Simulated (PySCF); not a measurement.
Family: silicon hydride cages (EH)n. Gas-phase values, no solvent. Each species was relaxed from one start; no search for lower structures was made at this level. Strings in code marks are SMILES.

Computed with CAM-B3LYP-D3(BJ)/def2-SVP // B3LYP-D3(BJ)/def2-SVP run with PySCF 2.14.0. Excitations are Tamm–Dancoff values on a coarser integration grid. The basis has no diffuse functions, so Rydberg states are missing or too high.

```json
[
 {"species": "[3]prismane cage Si6H6 `[SiH]12[SiH]3[SiH]1[SiH]1[SiH]2[SiH]31`", "LUMO (eV)": "-0.38", "S1–T1 gap (TDA) (eV)": "0.47", "HOMO–LUMO gap (eV)": "6.80", "S1 excitation (TDA) (eV)": "3.83", "dipole moment (D)": "0.00"},
 {"species": "[4]prismane cage Si8H8 `[SiH]12[SiH]3[SiH]4[SiH]1[SiH]1[SiH]2[SiH]3[SiH]41`", "LUMO (eV)": "-0.63", "S1–T1 gap (TDA) (eV)": "–", "HOMO–LUMO gap (eV)": "6.74", "S1 excitation (TDA) (eV)": "…", "dipole moment (D)": "0.00"},
 {"species": "[5]prismane cage Si10H10 `[SiH]12[SiH]3[SiH]4[SiH]1[SiH]1[SiH]2[SiH]2[SiH]3[SiH]4[SiH]12`", "LUMO (eV)": "-0.74", "S1–T1 gap (TDA) (eV)": "0.28", "HOMO–LUMO gap (eV)": "7.06", "S1 excitation (TDA) (eV)": "…", "dipole moment (D)": "0.00"},
 {"species": "[6]prismane cage Si12H12 `[SiH]12[SiH]3[SiH]4[SiH]1[SiH]1[SiH]4[SiH]4[SiH]5[SiH]3[SiH]2[SiH]5[SiH]14`", "LUMO (eV)": "-0.74", "S1–T1 gap (TDA) (eV)": "0.27", "HOMO–LUMO gap (eV)": "…", "S1 excitation (TDA) (eV)": "3.96", "dipole moment (D)": "…"}
]
```

Task: Fill in the missing entries.

Result: 
- [4]prismane cage Si8H8 `[SiH]12[SiH]3[SiH]4[SiH]1[SiH]1[SiH]2[SiH]3[SiH]41`, S1 excitation (TDA) (eV): 3.85
- [5]prismane cage Si10H10 `[SiH]12[SiH]3[SiH]4[SiH]1[SiH]1[SiH]2[SiH]2[SiH]3[SiH]4[SiH]12`, S1 excitation (TDA) (eV): 4.23
- [6]prismane cage Si12H12 `[SiH]12[SiH]3[SiH]4[SiH]1[SiH]1[SiH]4[SiH]4[SiH]5[SiH]3[SiH]2[SiH]5[SiH]14`, HOMO–LUMO gap (eV): 6.65
- [6]prismane cage Si12H12 `[SiH]12[SiH]3[SiH]4[SiH]1[SiH]1[SiH]4[SiH]4[SiH]5[SiH]3[SiH]2[SiH]5[SiH]14`, dipole moment (D): 0.00
